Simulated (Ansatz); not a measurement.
One change: `C[O][In]([F])[F]` becomes `C[O][In]([F])[Cl]`.

Ansatz, PBE0-D4/def2-TZVP geometries, multiplicity 1. Each molecule was computed in one conformer, which needn't be the lowest.

Elements past krypton have def2 core potentials.

```
                                          property  `C[O][In]([F])[F]`
                HOMO energy (PBE0/def2-TZVPP) / eV               -8.52
           HOMO–LUMO gap (ωB97M-V/def2-TZVPP) / eV               10.11
               LUMO energy (B3LYP/def2-TZVPP) / eV               -3.16
  size of the dipole moment (B3LYP/def2-TZVPP) / D                2.56
             HOMO–LUMO gap (B3LYP/def2-TZVPP) / eV                5.15
size of the dipole moment (ωB97M-V/def2-TZVPP) / D                2.41
```

Question: Give the same properties after the change, and the shifts. (An estimate is asked.)

Answer: Computed: 
| property | `C[O][In]([F])[Cl]` | shift |
| --- | --- | --- |
| HOMO energy (PBE0/def2-TZVPP) / eV | -8.31 | 0.21 |
| HOMO–LUMO gap (ωB97M-V/def2-TZVPP) / eV | 10.06 | -0.05 |
| LUMO energy (B3LYP/def2-TZVPP) / eV | -2.95 | 0.21 |
| size of the dipole moment (B3LYP/def2-TZVPP) / D | 1.55 | -1.01 |
| HOMO–LUMO gap (B3LYP/def2-TZVPP) / eV | 5.14 | -0.01 |
| size of the dipole moment (ωB97M-V/def2-TZVPP) / D | 1.43 | -0.98 |

Dipoles are sizes alone; their direction can turn.

B3LYP here is the variant with VWN-RPA as its local correlation; programs differ in this.
